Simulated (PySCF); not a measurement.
**Fractional electron number in Cu (copper, neutral)**

The 4s alpha orbital of [Ar] 3d10 4s1 is emptied in steps (occupation f), with all orbitals relaxed, ending at [Ar] 3d10. Calculation: PySCF 2.14, in aug-pcseg-2 (7s5p4d3f2g, 81 functions); no relativity, point nucleus. The exact energy is a straight line in f; departures are measured from the line between the end points of the same method.

```tsv
f	B3LYP (eV)
1	0.000
0.9	-0.244
0.7	-0.573
0.5	-0.687
0.3	-0.581
0.1	-0.250
0	0.000
```

```json
{"method": "B3LYP", "E(f=0) − E(f=1) (eV)": "8.036", "−ε at f=1 (eV)": "5.335", "−ε at f=0.5 (eV)": "8.014"}
```

Orbital energy along the path (eV):

```json
{"f": "1", "B3LYP": "-5.335"}
{"f": "0.9", "B3LYP": "-5.858"}
{"f": "0.7", "B3LYP": "-6.924"}
{"f": "0.5", "B3LYP": "-8.014"}
{"f": "0.3", "B3LYP": "-9.125"}
{"f": "0.1", "B3LYP": "-10.254"}
{"f": "0", "B3LYP": "-10.826"}
```

Reference removal energy between the ground levels: 7.726 eV (measured; NIST Atomic Spectra Database, ionization energies).
